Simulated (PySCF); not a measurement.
C3H5BN2O. Atoms are numbered in the order given.

```xyz
12

N      0.0091     2.3748     0.0000
B      0.0856     0.9710     0.0000
C      1.3340     0.0785     0.0000
C      1.1125    -1.2665     0.0000
N     -0.1493    -1.8499     0.0000
C     -1.1676    -1.0657     0.0000
O     -1.1490     0.2714     0.0000
H     -0.8722     2.8756     0.0000
H      0.8277     2.9699     0.0000
H      2.3668     0.4396     0.0000
H      1.9343    -1.9918     0.0000
H     -2.1850    -1.4716     0.0000
```

Coordinates come from a TPSSh-D3(BJ)/def2-SVP optimisation. The structure was generated by enumeration, and PubChem lists no compound with its InChIKey, so it may never have been made. Other conformers were not sampled.

The numbers are results of TDDFT-PBE0/def2-SVPD (PySCF), not measurements.

Vertical excitations.  State labels are in the subgroup Cs.

Q: Estimate the UV-visible absorptions. (An estimate is asked for; the answer gives what the named calculation found.)

A: 
```json
[
 {"state": "S1", "symmetry": "A\"", "energy (eV)": "4.85", "λ (nm)": "255", "f": "0.001", "main pairs": "HOMO−1→LUMO 99 %"},
 {"state": "S2", "symmetry": "A'", "energy (eV)": "5.00", "λ (nm)": "248", "f": "0.122", "main pairs": "HOMO→LUMO 97 %"},
 {"state": "S3", "symmetry": "A\"", "energy (eV)": "6.13", "λ (nm)": "202", "f": "0.001", "main pairs": "HOMO→LUMO+1 98 %"},
 {"state": "S4", "symmetry": "A\"", "energy (eV)": "6.42", "λ (nm)": "193", "f": "0.003", "main pairs": "HOMO−3→LUMO 98 %"},
 {"state": "S5", "symmetry": "A'", "energy (eV)": "6.61", "λ (nm)": "188", "f": "0.120", "main pairs": "HOMO→LUMO+2 80 %, HOMO−4→LUMO 18 %"},
 {"state": "S6", "symmetry": "A'", "energy (eV)": "6.71", "λ (nm)": "185", "f": "0.065", "main pairs": "HOMO−2→LUMO 96 %"},
 {"state": "S7", "symmetry": "A\"", "energy (eV)": "6.77", "λ (nm)": "183", "f": "0.004", "main pairs": "HOMO−1→LUMO+2 96 %"},
 {"state": "S8", "symmetry": "A\"", "energy (eV)": "7.08", "λ (nm)": "175", "f": "0.017", "main pairs": "HOMO→LUMO+3 91 %"},
 {"state": "S9", "symmetry": "A'", "energy (eV)": "7.26", "λ (nm)": "171", "f": "0.009", "main pairs": "HOMO−1→LUMO+1 91 %"},
 {"state": "S10", "symmetry": "A\"", "energy (eV)": "7.34", "λ (nm)": "169", "f": "0.008", "main pairs": "HOMO→LUMO+4 93 %"},
 {"state": "T1", "symmetry": "A'", "energy (eV)": "3.30", "λ (nm)": "375", "f": "0", "main pairs": "HOMO→LUMO 92 %"},
 {"state": "T2", "symmetry": "A\"", "energy (eV)": "4.56", "λ (nm)": "272", "f": "0", "main pairs": "HOMO−1→LUMO 94 %"},
 {"state": "T3", "symmetry": "A'", "energy (eV)": "5.17", "λ (nm)": "240", "f": "0", "main pairs": "HOMO→LUMO+2 75 %, HOMO−4→LUMO 18 %"},
 {"state": "T4", "symmetry": "A'", "energy (eV)": "5.73", "λ (nm)": "216", "f": "0", "main pairs": "HOMO−2→LUMO 68 %, HOMO−4→LUMO 13 %"}
]
```
Triplets are in the Tamm–Dancoff approximation, which puts them higher than full response would, so one can lie above its singlet here.
